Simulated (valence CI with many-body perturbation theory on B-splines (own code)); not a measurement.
Values are calculated unless marked as measured or tabulated.
## Level structure of Ba23+

Level of theory: configuration interaction combined with many-body perturbation theory (CI+MBPT): five valence electrons over a frozen Dirac-Fock core [Ar] 3d10, radial functions for each j: 11 s, 11 p, 10 d, 8 f, 5 g, 2 h, with the one-electron correlation potential Σ1 (screened to all orders), the two-electron term Σ2, the three-electron term Σ3, Breit, model QED; selected single and double excitations, second order for the rest, scaled by the run's own slope (own B-spline code, finite nucleus).

No measured spectrum was set against this ion. As an estimate, levels hold to about 250 cm⁻¹ or 0.2 % of their energy and the worst to 1 %, as in measured heavy ions of charge 2 to 7; those with d or f electrons hold less well. Among the levels kept, up to 2200 cm⁻¹ of a level comes from second order outside the variational space, and about a tenth of that is noise between levels of different J, which matters for small intervals.

Levels 1 to 45 of 167, with energies above the lowest level, (4s^2 4p1/2^2 4p3/2) J=3/2. "Leading %" is the weight of the configuration and term that name the level; weights of strongly mixed levels are sums over their largest components and can fall short. In the jj column 3d3/2^4 stands for four electrons in 3d with j = 3/2.

| No. | Configuration | Term | J | E (cm⁻¹) | Leading % | Leading jj | g |
| --- | --- | --- | --- | --- | --- | --- | --- |
| 1 | 4s²4p³ | ²P° | 3/2 | 0 | 39 | 4s^2 4p1/2^2 4p3/2 (95 %) | 1.468 |
| 2 | 4s²4p³ | ²D° | 3/2 | 136200 | 48 | 4s^2 4p1/2 4p3/2^2 (96 %) | 1.392 |
| 3 | 4s²4p³ | ²D° | 5/2 | 163440 | 98 | 4s^2 4p1/2 4p3/2^2 (98 %) | 1.198 |
| 4 | 4s²4p³ | ²P° | 1/2 | 198850 | 98 | 4s^2 4p1/2 4p3/2^2 (98 %) | 0.663 |
| 5 | 4s²4p³ | ²P° | 3/2 | 337600 | 57 | 4s^2 4p3/2^3 (96 %) | 1.270 |
| 6 | 4s4p⁴ | ⁴P | 5/2 | 573340 | 78 | 4s 4p1/2^2 4p3/2^2 (90 %) | 1.529 |
| 7 | 4s4p⁴ | ⁴P | 3/2 | 640580 | 40 | 4s 4p1/2^2 4p3/2^2 (68 %) | 1.319 |
| 8 | 4s4p⁴ | ⁴P | 1/2 | 647520 | 52 | 4s 4p1/2^2 4p3/2^2 (80 %) | 2.347 |
| 9 | 4s4p⁴ | ⁴P | 3/2 | 731020 | 45 | 4s 4p1/2 4p3/2^3 (61 %) | 1.242 |
| 10 | 4s²4p²4d | ⁴F | 3/2 | 759010 | 32 | 4s^2 4p1/2^2 4d3/2 (57 %) | 0.824 |
| 11 | 4s4p⁴ | ²D | 5/2 | 772220 | 67 | 4s 4p1/2 4p3/2^3 (81 %) | 1.261 |
| 12 | 4s²4p²4d | ⁴F | 5/2 | 798700 | 32 | 4s^2 4p1/2^2 4d5/2 (78 %) | 1.179 |
| 13 | 4s4p⁴ | ²P | 1/2 | 814570 | 38 | 4s 4p1/2 4p3/2^3 (59 %) | 1.380 |
| 14 | 4s4p⁴ | ²P | 3/2 | 824820 | 40 | 4s 4p1/2 4p3/2^3 (55 %) | 1.110 |
| 15 | 4s²4p²4d | ²F | 5/2 | 873640 | 56 | 4s^2 4p1/2 4p3/2 4d3/2 (90 %) | 0.942 |
| 16 | 4s²4p²4d | ⁴D | 1/2 | 886280 | 79 | 4s^2 4p1/2 4p3/2 4d3/2 (81 %) | 0.289 |
| 17 | 4s²4p²4d | ⁴F | 7/2 | 893580 | 50 | 4s^2 4p1/2 4p3/2 4d3/2 (76 %) | 1.119 |
| 18 | 4s²4p²4d | ⁴D | 3/2 | 900300 | 42 | 4s^2 4p1/2 4p3/2 4d3/2 (63 %) | 1.036 |
| 19 | 4s²4p²4d | ⁴D | 7/2 | 904460 | 50 | 4s^2 4p1/2 4p3/2 4d5/2 (92 %) | 1.304 |
| 20 | 4s²4p²4d | ⁴F | 9/2 | 931260 | 53 | 4s^2 4p1/2 4p3/2 4d5/2 (94 %) | 1.229 |
| 21 | 4s²4p²4d | ²F | 5/2 | 943300 | 27 | 4s^2 4p1/2 4p3/2 4d5/2 (75 %) | 1.203 |
| 22 | 4s²4p²4d | ²P | 3/2 | 952970 | 35 | 4s^2 4p1/2 4p3/2 4d5/2 (60 %) | 1.182 |
| 23 | 4s4p⁴ | ²S | 1/2 | 977500 | 30 | 4s 4p3/2^4 (57 %) | 1.382 |
| 24 | 4s²4p²4d | ⁴P | 5/2 | 979740 | 36 | 4s^2 4p1/2 4p3/2 4d3/2 (43 %) | 1.365 |
| 25 | 4s²4p²4d | ²G | 7/2 | 986740 | 52 | 4s^2 4p1/2 4p3/2 4d5/2 (63 %) | 1.051 |
| 26 | 4s²4p²4d | ⁴P | 3/2 | 987350 | 44 | 4s^2 4p1/2 4p3/2 4d3/2 (57 %) | 1.470 |
| 27 | 4s²4p²4d | ⁴P | 1/2 | 987590 | 39 | 4s^2 4p1/2 4p3/2 4d3/2 (84 %) | 2.003 |
| 28 | 4s²4p²4d | ²D | 3/2 | 1019400 | 74 | 4s^2 4p1/2 4p3/2 4d5/2 (68 %) | 0.864 |
| 29 | 4s²4p²4d | ²D | 5/2 | 1029500 | 58 | 4s^2 4p1/2 4p3/2 4d5/2 (56 %) | 1.107 |
| 30 | 4s²4p²4d | ²P | 1/2 | 1049100 | 57 | 4s^2 4p1/2 4p3/2 4d5/2 (70 %) | 0.992 |
| 31 | 4s²4p²4d | ²F | 7/2 | 1075000 | 49 | 4s^2 4p3/2^2 4d5/2 (97 %) | 1.245 |
| 32 | 4s²4p²4d | ²G | 9/2 | 1086500 | 53 | 4s^2 4p3/2^2 4d5/2 (94 %) | 1.212 |
| 33 | 4s²4p²4d | ²P | 1/2 | 1099100 | 64 | 4s^2 4p3/2^2 4d3/2 (59 %) | 1.060 |
| 34 | 4s²4p²4d | ²D | 3/2 | 1110900 | 47 | 4s^2 4p3/2^2 4d3/2 (82 %) | 1.122 |
| 35 | 4s²4p²4d | ²D | 5/2 | 1116900 | 37 | 4s^2 4p3/2^2 4d3/2 (66 %) | 1.203 |
| 36 | 4s²4p²4d | ²F | 7/2 | 1146700 | 80 | 4s^2 4p3/2^2 4d3/2 (75 %) | 1.115 |
| 37 | 4s²4p²4d | ²D | 5/2 | 1156000 | 83 | 4s^2 4p3/2^2 4d5/2 (94 %) | 1.205 |
| 38 | 4s²4p²4d | ²P | 3/2 | 1167800 | 43 | 4s^2 4p3/2^2 4d3/2 (55 %) | 1.086 |
| 39 | 4s²4p²4d | ²S | 1/2 | 1180000 | 40 | 4s^2 4p3/2^2 4d5/2 (46 %) | 1.873 |
| 40 | 4s²4p²4d | ²D | 3/2 | 1211600 | 67 | 4s^2 4p3/2^2 4d5/2 (64 %) | 0.992 |
| 41 | 4s²4p²4d | ²D | 5/2 | 1229300 | 54 | 4s^2 4p3/2^2 4d5/2 (79 %) | 1.106 |
| 42 | 4p⁵ | ²P° | 3/2 | 1263700 | 67 | 4p1/2^2 4p3/2^3 (67 %) | 1.339 |
| 43 | 4s4p³4d | ⁶D° | 1/2 | 1288400 | 67 | 4s 4p1/2^2 4p3/2 4d3/2 (74 %) | 2.975 |
| 44 | 4s4p³4d | ⁶D° | 5/2 | 1289200 | 53 | 4s 4p1/2^2 4p3/2 4d3/2 (74 %) | 1.449 |
| 45 | 4s4p³4d | ⁶D° | 3/2 | 1292500 | 62 | 4s 4p1/2^2 4p3/2 4d3/2 (66 %) | 1.617 |

The ionisation energy to 4s²4p² ³P0 of the next ion comes out as 754.06 eV (NIST: 752 ± 4 eV (theoretical)). All 167 levels together are meant to be complete up to 1961800 cm⁻¹.
